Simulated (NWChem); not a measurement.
Molecule: ZrN₃H₅; SMILES [NH2][Zr]([NH2])=[NH]

```xyz
9

Zr    -0.0425    -0.0001     0.2001
N     -1.7950     0.0058    -0.2791
H     -2.7541    -0.0025    -0.6128
N      0.8876     1.7872    -0.2533
H      0.4333     2.6179    -0.6280
H      1.8926     1.9495    -0.3153
N      0.8813    -1.7909    -0.2536
H      1.8856    -1.9559    -0.3184
H      0.4239    -2.6208    -0.6258
```
Atoms are numbered in this order, from 1.

All runs: NWChem. Medium grid unless said otherwise, to which SCAN and Minnesota functionals are sensitive. Structure relaxed at the PBE0/def2-SVP level. No frequency run checked for a minimum. def2 effective core potentials on Zr; no spin-orbit coupling. Total energies of different functionals are on different scales.

```csv
level,energy (Ha),highest occupied level (eV),orbital gap (eV),dipole (D)
B3LYP/def2-SVP,-214.2699,-5.82,3.85,2.95
PBE/def2-SVP,-214.0715,-4.77,2.41,2.83
M05-2X/def2-SVP,-214.1380,-7.47,6.53,3.09
SCAN/def2-SVP,-214.2115,-5.02,2.95,2.98
LRC-wPBEh/def2-SVP,-214.0819,-7.94,7.81,3.02
"LDA (Slater exchange, PW92)/def2-SVP",-212.7811,-4.93,2.40,2.81
M06-2X/def2-SVP,-214.0692,…,…,3.00
```

Task: Fill in the missing entries.

Result: 
- M06-2X/def2-SVP, highest occupied level (eV): -7.41
- M06-2X/def2-SVP, orbital gap (eV): 6.17
